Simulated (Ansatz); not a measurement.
CH6SeSi2, SMILES `C1[SiH2][Se][SiH2]1` at its PBE0-D4/def2-TZVP geometry, where that method's forces vanish. Charge 0, multiplicity 1.

```json
{"atom": "C1", "x (Å)": "-0.2959", "y (Å)": "0.8240", "z (Å)": "-0.3214"}
{"atom": "Si2", "x (Å)": "1.3913", "y (Å)": "-0.0084", "z (Å)": "-0.3007"}
{"atom": "Se3", "x (Å)": "0.6877", "y (Å)": "-1.9296", "z (Å)": "0.7367"}
{"atom": "Si4", "x (Å)": "-1.1723", "y (Å)": "-0.6017", "z (Å)": "0.5384"}
{"atom": "H5", "x (Å)": "-0.3255", "y (Å)": "1.7553", "z (Å)": "0.2466"}
{"atom": "H6", "x (Å)": "-0.6694", "y (Å)": "1.0125", "z (Å)": "-1.3292"}
{"atom": "H7", "x (Å)": "2.4133", "y (Å)": "0.7157", "z (Å)": "0.4989"}
{"atom": "H8", "x (Å)": "1.9528", "y (Å)": "-0.2758", "z (Å)": "-1.6503"}
{"atom": "H9", "x (Å)": "-2.2328", "y (Å)": "-1.2445", "z (Å)": "-0.2803"}
{"atom": "H10", "x (Å)": "-1.7492", "y (Å)": "-0.2476", "z (Å)": "1.8613"}
```

For each bond, give half the difference of the two atoms' forces along it (eV/Å; positive pushes the atoms apart) under PBE-D4, r2SCAN-D4, B3LYP-D4, ωB97M-V in def2-TZVPP. (An estimate is asked.)

The calculation gave: 
```
   bond  length (Å)  PBE-D4  r2SCAN-D4  B3LYP-D4  ωB97M-V
 C1–Si2       1.881    0.03       0.02      0.15     0.08
 C1–Si4       1.881    0.03       0.02      0.15     0.08
  C1–H5       1.091    0.09      -0.02     -0.06    -0.05
  C1–H6       1.091    0.09      -0.02     -0.06    -0.05
Si2–Se3       2.294    0.18       0.06      0.25     0.01
 Si2–H7       1.486    0.07      -0.02     -0.16    -0.15
 Si2–H8       1.486    0.07      -0.02     -0.16    -0.15
Se3–Si4       2.294    0.18       0.06      0.25     0.01
 Si4–H9       1.486    0.07      -0.02     -0.16    -0.15
Si4–H10       1.486    0.07      -0.02     -0.16    -0.15
```

B3LYP here is the variant with VWN-RPA as its local correlation; programs differ in this.

Computed with Ansatz.
